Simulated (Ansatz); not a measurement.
BrCl$_{2}$Sb, singlet, geometry from GFN2-xTB (all electrons, no relativity); CASSCF(2,4)/STO-3G in Ansatz (a first-principles code).

The Ansatz input:
Ansatz 0.2 input:
```yaml
crystal:
  periodic: [false, false, false]
  atoms:
    - {symbol: Sb, position_ang: [0.14130173, 0.31402064, 0.72541623]}
    - {symbol: Cl, position_ang: [2.14340505, 0.52126967, -0.50858131]}
    - {symbol: Cl, position_ang: [-1.03530170, 1.94821712, -0.50711209]}
    - {symbol: Br, position_ang: [-0.74411843, -1.65703795, -0.56369829]}
basis:
  gaussian:
    orbitals: STO-3G
hamiltonian:
  xc: hf
magnetization: {spin_polarized: false}
correlation: {active_space: {window: {electrons: 2, orbitals: 4}}}
```

Q: Write the output that Ansatz gives for this input, abridged.

A: 
```
Functional definition: HF
653 factors; integrals over basis functions are off by at most 1.8e-5 eV
mean field evaluation 1: about -264093.4417 eV, gradient 1.7e1 eV
mean field evaluation 2: about -264093.4831 eV, gradient 1.7e1 eV
mean field evaluation 4: about -264095.7849 eV, gradient 7.9e-1 eV
mean field evaluation 8: about -264095.7925 eV, gradient 4.2e-6 eV
mean field -264095.79250611 eV, -9705.3413640421 hartree, gradient 2.2e-6 eV, S^2 0.000000; 0 other end points of the search recorded, 0 dependent functions left out
reference -264095.79250611 eV, -9705.3413640421 hartree; 60, 60 occupied and 3, 3 virtual orbitals, 653 factors
state -264096.10855024 eV, -9705.3529784497 hartree
Total energy: -264096.10855024 eV, -9705.3529784497 hartree
```
